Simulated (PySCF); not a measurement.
Molecule: `F[S@OH5](F)(F)(F)(F)F`, F6S.

Numbering as in the mapped SMILES `[F:1][S@OH5:2]([F:3])([F:4])([F:5])([F:6])[F:7]`.

Geometry PBE0-D3(BJ)/def2-SVP throughout; GIAO in PySCF 2.14.0 with density-fitted response routines, gas phase, one conformer, non-relativistic; equivalent atoms averaged; basis pcSseg-2.

Task: How do the absolute shieldings σ depend on the functional? (ppm; last column core-seconds on shared hosts with different chips, so compare them loosely)

Result: 
| functional | kind | F4/F5 | F6 | F1 | F7 | F3 | S2 | core-s |
| --- | --- | --- | --- | --- | --- | --- | --- | --- |
| OPBE | GGA | 80.8 | 80.8 | 80.9 | 80.9 | 80.9 | 288.3 | 28 |
| KT2 | GGA | 69.4 | 69.5 | 69.5 | 69.5 | 69.6 | 285.3 | 25 |
| KT3 | GGA | 78.8 | 78.8 | 78.9 | 78.9 | 78.9 | 292.5 | 37 |
| PBE0 | global hybrid | 89.3 | 89.4 | 89.4 | 89.4 | 89.5 | 286.6 | 19 |
| WP04 | global hybrid | 76.6 | 76.7 | 76.7 | 76.8 | 76.9 | 243.1 | 25 |
| B97-2 | global hybrid | 92.0 | 92.0 | 92.1 | 92.1 | 92.2 | 287.1 | 18 |
| BHandHLYP | global hybrid | 109.2 | 109.3 | 109.3 | 109.3 | 109.4 | 309.3 | 19 |
| wB97X-D | range-separated hybrid | 93.4 | 93.5 | 93.5 | 93.5 | 93.6 | 284.4 | 24 |

Task: Which nucleus moves most, in ppm?

Result: S2 (sulfur bonded to 6 F): from 243.1 ppm with WP04 to 309.3 ppm with BHandHLYP. The smallest spread is 39.8 ppm, at F4/F5.
